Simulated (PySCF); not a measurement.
# Vibration and rotation of RbNa⁺

UHF-CCSD(T) constants of RbNa⁺, ²Σ⁺ (doublet), unpaired electrons σ ↑ (Rb def2-SVPD with ECP28, Na def2-SVPD; scalar-relativistic core potentials (PySCF 2.14); masses 84.9118 and 22.9898 u):

| Quantity | Value |
| --- | --- |
| ωe | 70.7 cm⁻¹ |
| ωexe | 0.293 cm⁻¹ |
| Be | 0.049083 cm⁻¹ |
| αe | 0.000302 cm⁻¹ |
| De to Rb⁺ + Na | 0.473 eV |

(1) What force constant and bond length do these constants imply?

(2) Estimate the centrifugal constant D from the Kratzer relation and find the Dunham coefficient a1.

Correlated steps freeze 1 core orbital. Correlated levels converge slowly with the basis: in double zeta they bind strong bonds too weakly, by up to about 1 eV, and carry superposition errors of some tenths. Spin–orbit coupling is left out. For an ion De counts to the pair picked by the measured ionisation energies or electron affinities, which need not be the lowest pair at this level. The state was picked by a PBE0 search and need not be the measured ground state.

Results:

(1) Reduced mass μred = 18.092 u; k = 5.8918×10⁻⁷·μred·ωe² (u, cm⁻¹, mdyn/Å) = 0.0533 mdyn/Å; Re = √(16.8576/(μred·Be)) (u, cm⁻¹, Å) = 4.357 Å.

(2) D = 4Be³/ωe² = 9.46e-08 cm⁻¹; a1 = −1 − αeωe/(6Be²) = -2.48.
